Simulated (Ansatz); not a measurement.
```yaml
crystal:
  periodic: [false, false, false]
  atoms:
    - {symbol: Cl, position_ang: [-1.081828, -0.275716, 1.970299]}
    - {symbol: Nb, position_ang: [0.000018, 0.000010, 0.000002]}
    - {symbol: Cl, position_ang: [1.958937, -1.114280, 0.222423]}
    - {symbol: Cl, position_ang: [-1.443261, -0.718386, -1.590389]}
    - {symbol: Cl, position_ang: [0.566135, 2.108373, -0.602325]}
basis:
  gaussian: {orbitals: ANO-RCC-VTZP}
magnetization: {spin_polarized: true, initial_magnetization: 1}
hamiltonian: {xc: {name: HF}}
correlation: {active_space: {window: {electrons: 40, orbitals: 30}}}
```

```sh
$ ansatz run in.yaml --threads 2 --pin off --events-out ev --progress --plain --max-ram 32768MiB --backend cpu
```

Shortened log:

```
Error: invalid value for `correlation.active_space`: it starts from restricted Hartree–Fock orbitals; set hamiltonian.xc: hf without magnetization.spin_polarized
```
